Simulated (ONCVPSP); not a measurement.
## caesium (Cs): excitation energies, all-electron against ONCV

ONCVPSP 4.0.1 input, shortened (lines: element, Z, core and valence counts, functional; n l f; lmax; l rc ep ncon nbas qcut; lloc lpopt rc5 dvloc0; l nproj debl; icmod fcfact rcfact), LDA (Perdew-Wang 92), scalar-relativistic:

```
  Cs 55.00    9    2  -001012      upf
    1    0    2.00
    2    0    2.00
    2    1    6.00
    3    0    2.00
    3    1    6.00
    3    2   10.00
    4    0    2.00
    4    1    6.00
    4    2   10.00
    5    0    2.00
    5    1    6.00
    2
    0    1.85    0.00    4    8    3.40
    1    3.25    0.00    4    7    3.70
    2    3.25    0.32    4    8    2.80
    4    1    1.35    0.00
    0    2    3.20
    1    2    3.70
    2    2    2.00
    2    0.20    1.00
```

In the d channel the program set the typed energies aside and used 0.050, 2.050 Ha.

Energies are relative to the spin-unpolarised reference configuration 5s2 5p6; without spin polarisation the order of configurations can differ from experiment.

```
valence configuration  charge  ΔE all-electron (eV)  error AE − PS (meV)
          5s2 5p6 6s1       0                -3.997                 +2.2
        5s2 5p6 6s0.5    +0.5                -2.443                 +1.4
          5s2 5p6 6p1       0                -2.523                  +10
```

(1) What are ΔE and the potential's error for 5s2 5p5 6s1?

Note: no bound ghost flagged; GHOST(+) flagged for s at 57.8 eV, p at 110.8 eV.

Results:

(1) ΔE = 13.993 eV all-electron; the error (AE − PS) is -24 meV.
